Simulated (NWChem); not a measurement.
C2H7S cation; SMILES C[SH+]C

```xyz
10

C      0.5434     0.0034     1.4369
S     -0.5722     0.0454     0.0000
C      0.5434     0.0034    -1.4369
H      1.2826    -0.8132     1.3428
H     -0.0963    -0.1263     2.3312
H      1.0352     0.9942     1.4761
H     -0.9773    -1.2651     0.0000
H      1.2826    -0.8132    -1.3428
H     -0.0963    -0.1263    -2.3312
H      1.0352     0.9942    -1.4761
```
Atoms are numbered in this order, from 1.

Structure relaxed at the PBE-D3(BJ)/def2-SVP level.

 Unshifted, non-relativistic core excitations; the lowest 4 roots alone, so stronger bands may lie above.

**Question.** List the first S K-edge excitations from BHandHLYP/def2-TZVP, restricted-window TDA (NWChem).

**Answer.** 
```json
[
 {"state": "S1", "energy (eV)": "2447.4", "dipole oscillator strength": "0.0067", "leading excitation (squared amplitude)": "1s of atom 2 or its equivalents → LUMO (0.85)"},
 {"state": "S2", "energy (eV)": "2447.9", "dipole oscillator strength": "0.0062", "leading excitation (squared amplitude)": "1s of atom 2 or its equivalents → LUMO+1 (0.90)"},
 {"state": "S3", "energy (eV)": "2449.7", "dipole oscillator strength": "0.0026", "leading excitation (squared amplitude)": "1s of atom 2 or its equivalents → LUMO+2 (0.83)"},
 {"state": "S4", "energy (eV)": "2452.8", "dipole oscillator strength": "0.0003", "leading excitation (squared amplitude)": "1s of atom 2 or its equivalents → LUMO+4 (0.74)"}
]
```
